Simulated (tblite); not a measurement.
C₅H₁₁NSi₃.
Atom-mapped SMILES: `[CH3:1][C:2]#[C:3][Si@@:4]([SiH3:5])([C:6]#[N:7])[CH2:8][SiH3:9]` (hydrogens: H10, H11, H12 on C1; H13, H14, H15 on Si5; H16, H17 on C8; H18, H19, H20 on Si9)

Structure optimised with GFN2-xTB, isolated species.

List the bond lengths, angles and torsions at this level.

```
                     bond  length (Å)
                    C1–C2       1.444
                    C2≡C3       1.206
                   C3–Si4       1.852
                  Si4–Si5       2.317
                   Si4–C6       1.878
                    C6≡N7       1.146
                   Si4–C8       1.912
                   C8–Si9       1.902
   C1–H10, C1–H11, C1–H12       1.090
Si5–H13, Si5–H14, Si5–H15       1.465
                   C8–H16       1.091
                   C8–H17       1.091
Si9–H18, Si9–H19, Si9–H20       1.465
```

Bonds in one row agree within 0.01 Å and their mean is given. A selection of angles:
```
     angle  degrees
  C1–C2–C3    179.7
 C2–C3–Si4    178.8
C3–Si4–Si5    114.1
 C3–Si4–C6    101.7
 C3–Si4–C8    108.5
Si5–Si4–C6    110.1
Si5–Si4–C8    115.7
 C6–Si4–C8    105.5
 Si4–C6–N7    178.0
Si4–C8–Si9    115.9
```

Dihedral angles: C3–Si4–C8–Si9 -170° (antiperiplanar).

Si5 (SiH3 silicon) is tetrahedral (angles from 107.4° to 112.1°). Si4 (four-coordinate silicon) is distorted tetrahedral (angles from 101.7° to 115.7°). The 4 C–Si bonds span 1.852 Å (C3–Si4, drawn single) to 1.912 Å (Si4–C8, drawn single), a spread of 0.060 Å. The C–C distances run from 1.206 Å (C2≡C3, drawn triple) to 1.444 Å (C1–C2, drawn single), a spread of 0.238 Å. Si9 (SiH3 silicon) is tetrahedral (angles from 108.7° to 110.1°).

Point group: C1 (no symmetry element, even within 0.4 Å). Its GFN2-xTB frequencies are all real (lowest 22 cm⁻¹). One conformer, not necessarily the lowest. 2 starts were optimised and ended at 0.00 and 0.34 kcal/mol (GFN2-xTB); the lowest of these is shown.

These are computed values.
